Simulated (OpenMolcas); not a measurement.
## neutral carbon: from CASSCF to CASPT2

```
Program             : OpenMolcas
Basis               : ANO-RCC-VTZP [4s3p2d1f]
Scalar Hamiltonian  : DKH2, point nucleus
Active space        : 4 electrons in 4 orbitals (2s 2p)
State averaging     : 2S+1 = 3 even, 3 roots; 2S+1 = 1 even, 6 roots; 2S+1 = 5 odd, 1 root; 2S+1 = 3 odd, 8 roots
Spin-orbit coupling : state interaction with AMFI integrals over the reference wave functions, term energies averaged over their components
```

Methods on the same reference wave functions:
A. CASSCF
B. SS-CASPT2, IPEA 0.25 Eh, imaginary shift 0.1 Eh (closed shells correlated: 1s)
C. XMS-CASPT2, IPEA 0.25 Eh, imaginary shift 0.1 Eh (closed shells correlated: 1s)

Energies in cm⁻¹ above 2s² 2p² ³P₀, the measured ground level; measured values from NIST Handbook of Basic Atomic Spectroscopic Data.

| Level | A | B | C | Measured |
| --- | --- | --- | --- | --- |
| 2s² 2p² ³P₀ | 0.0 | 0.0 | 0.0 | 0.0 |
| 2s² 2p² ³P₁ | 15.2 | 15.2 | 15.2 | 16.4 |
| 2s² 2p² ³P₂ | 45.3 | 45.3 | 45.3 | 43.4 |
| 2s² 2p² ¹D₂ | 12763 | 10020 | 10090 | 10193 |
| 2s² 2p² ¹S₀ | 21207 | 20550 | 21160 | 21648 |
| 2s 2p³ ⁵S°₂ | 23548 | 30610 | 31240 | 33735 |
| 2s 2p³ ³D°₂ | 68566 | 62260 | 62570 | 64091 |
| 2s 2p³ ³D°₁ | 68566 | 62260 | 62570 | 64090 |
| 2s 2p³ ³D°₃ | 68566 | 62260 | 62570 | 64087 |
| 2s 2p³ ³P°₀ | 81088 | 75760 | 75870 | 75256 |
| 2s 2p³ ³P°₁ | 81088 | 75760 | 75870 | 75254 |
| 2s 2p³ ³P°₂ | 81088 | 75760 | 75870 | 75255 |

Deviations, from unrounded energies. A percentage is the sum of absolute deviations over the sum of measured energies, with the sign that they share, or ± where signs differ.

```tsv
Against measurement	Levels	A	B	C
mean absolute deviation (cm-1)	11	4000	1000	860
fine structure of the ground term (%)	2	±5.3	±5.2	±5.2
other terms of the ground configuration (%)	2	±9.5	-4.0	-1.8
other configurations (%)	7	±9.1	±2.2	±2.0
```

C lies closest to measurement on these levels and A furthest from it. The largest miss of C in the table is 2s 2p³ ⁵S°₂, by -2500 cm-1. The ranking rests on the paired levels alone, and a cruder setting can come out closer through cancelling errors.

Between B and C the level of the table that moves most is 2s 2p³ ⁵S°₂, by 640 cm-1 (lowest in B, highest in C). Moves below CASPT2's spread within the term are not significant.

The mean deviations of B to C differ by less than CASPT2's widest spread within a term (1200 cm-1), so their order carries little weight.

From A to B the spin-free energies of the other terms of 2s² 2p² shown, above ³P, scale by factors of 0.78 to 0.97.

The lowest spin-free term lies below A's lowest term by 0.070 hartree in B, 0.073 hartree in C.

CASPT2 breaks the degeneracy within a term, and the mean is taken; among the terms shown or strongly mixed into the levels shown the widest spread is 1200 cm-1 (2s 2p³ ³D°, C). Over all roots computed the reference weight is 0.94 to 0.99 in B, 0.94 to 0.99 in C; the roots of lowest weight are the least certain, and an intruder state may touch them. Without dynamic correlation excited terms often stand tens of per cent too high (terms of higher spin than the ground term too low), and those without a measured partner can miss by more than the paired ones (holds for A). Computed and measured levels are paired by configuration, term and J; levels that our copy of the source lacks, or whose pairing is in doubt (as where it misses far off the trend of its configuration), stay unpaired and out of the deviations. Levels of configurations outside the active space are missing.

° marks odd parity.
